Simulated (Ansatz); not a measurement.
Computed with Ansatz on PBE0-D4/def2-TZVP structures; ΔE is electronic, products minus reactants. CBS: MP2 limit from def2 TZ/QZ plus the TZ coupled-cluster correction, frozen cores. This one scheme is used for every species. Functionals use def2-TZVPP. Each species was taken in one conformer, which may not be the lowest.

Consider the formal exchange of groups at a B–N bond: `NBCl` + `B[SiH2]F` → `B[SiH](F)BCl` + NH₃.

`NBCl`:

Z-matrix (Å, degrees):
```
N
B 1 1.383
H 1 1.006 2 123.2
H 1 1.005 2 122.2 3 -180.0
Cl 2 1.768 1 119.7 3 -0.0
H 2 1.191 1 121.5 3 180.0
```

`B[SiH2]F`:

Z-matrix (Å, degrees):
```
Si
F 1 1.607
B 1 2.000 2 113.6
H 1 1.490 2 107.3 3 -121.7
H 1 1.490 2 107.3 3 121.8
H 3 1.197 1 118.1 2 179.8
H 3 1.194 1 124.1 2 -0.2
```

`B[SiH](F)BCl`:

```xyz
9

B     0.876    0.915   -1.123
Si   -0.148   -0.647   -0.414
F    -1.344   -1.126   -1.382
B    -0.859   -0.188    1.417
Cl    0.300    0.162    2.667
H     0.583    1.495   -2.125
H     1.816    1.305   -0.494
H     0.788   -1.802   -0.263
H    -2.012   -0.114    1.716
```

NH₃:

Z-matrix (Å, degrees):
```
N
H 1 1.013
H 1 1.013 2 107.1
H 1 1.013 2 107.1 3 -114.5
```

```
       species  r2SCAN energy (Eh)
        `NBCl`          -541.66073
    `B[SiH2]F`          -416.57475
`B[SiH](F)BCl`          -901.62814
           NH₃           -56.54856
```

(1) Work out ΔE.

Largest T1 diagnostic among the species: 0.014.

Results:

(1) ΔE = (-901.62814) + (-56.54856) − (-541.66073) − (-416.57475) = 0.05878 Eh = +36.9 kcal/mol. CCSD(T)/CBS gives +36.5 kcal/mol.

From r2SCAN to r2SCAN0 (25 % exact exchange), in def2-TZVPP and without D4, ΔE moves by +1.0 kcal/mol. The D4 term adds −1.2 kcal/mol with B3LYP and −0.8 kcal/mol with PBE0; it sums over pairs of atoms, weighted by their polarisabilities, and B3LYP, whose exchange is more repulsive, gets the larger term. At CCSD(T), def2-SVP lies +4.4 kcal/mol from the extrapolated value and def2-TZVPP +0.5 kcal/mol.

B3LYP here is the variant with VWN-RPA as its local correlation; programs differ in this.
